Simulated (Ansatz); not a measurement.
Program: Ansatz. Geometries: PBE0-D4/def2-TZVP. ΔE: electronic, gas phase. CCSD(T)/CBS adds triple-zeta CCSD(T) − MP2 to the extrapolated MP2 energy (def2 sets, frozen cores). Functionals use def2-TZVPP. B3LYP here is the variant with VWN-RPA as its local correlation; programs differ in this. For Ga outer-core shells are correlated without core-valence functions, which leaves a few kJ/mol of doubt a bond. Scalar relativity is left out up to krypton. Each species was taken in one conformer, which may not be the lowest.

`[OH][GaH][SiH2]F` + `BN[SiH3]` → `BN([SiH3])[SiH2]F` + `[OH][GaH2]`  (cleavage of the Si–Ga bond)

`[OH][GaH][SiH2]F`:

```xyz
8

O    -1.394    1.843   -0.113
Ga   -0.914    0.255   -0.783
Si    0.919   -0.859    0.339
F     1.404    0.085    1.553
H    -0.874    2.118    0.645
H    -1.765   -0.185   -2.017
H     2.093   -1.085   -0.547
H     0.531   -2.172    0.924
```

`BN[SiH3]`:

Cartesian coordinates in Å:
```
B -0.404 -1.498 -0.149
N -0.560 -0.179 0.288
Si 0.525 1.155 -0.013
H 0.561 -1.784 -0.799
H -1.232 -2.316 0.132
H -1.387 0.022 0.834
H -0.179 2.241 -0.744
H 1.655 0.639 -0.819
H 1.020 1.719 1.271
```

`BN([SiH3])[SiH2]F`:

Cartesian coordinates in Å:
```
B -1.250 -1.074 0.180
N -0.188 -0.160 -0.008
Si -0.131 1.240 1.059
Si 1.017 -0.432 -1.221
F 2.385 -0.875 -0.524
H -1.332 -2.054 -0.503
H -2.071 -0.850 1.027
H 1.079 2.025 0.704
H -0.045 0.801 2.471
H -1.342 2.074 0.866
H 1.302 0.829 -1.940
H 0.575 -1.522 -2.112
```

`[OH][GaH2]`:

Z-matrix (Å, degrees):
```
Ga
O 1 1.788
H 1 1.565 2 117.5
H 1 1.556 2 113.8 3 180.0
H 2 0.959 1 114.1 3 0.0
```

CCSD(T)/CBS gives -54.1 kJ/mol.

(1) Another level gave -27.8 kJ/mol. Which?
A. PBE/def2-TZVPP
B. HF/def2-TZVPP
C. B2PLYP/def2-TZVPP
D. B3LYP/def2-TZVPP

Largest T1 diagnostic among the species: 0.015.

Answers

(1) A. PBE -27.8, B2PLYP -50.2, B3LYP -40.0, HF/def2-TZVPP -62.6 kJ/mol.

From PBE to PBE0 (25 % exact exchange), in def2-TZVPP and without D4, ΔE moves by −9.6 kJ/mol. The D4 term adds −7.5 kJ/mol with B3LYP and −4.0 kJ/mol with PBE0; it sums over pairs of atoms, weighted by their polarisabilities, and B3LYP, whose exchange is more repulsive, gets the larger term.
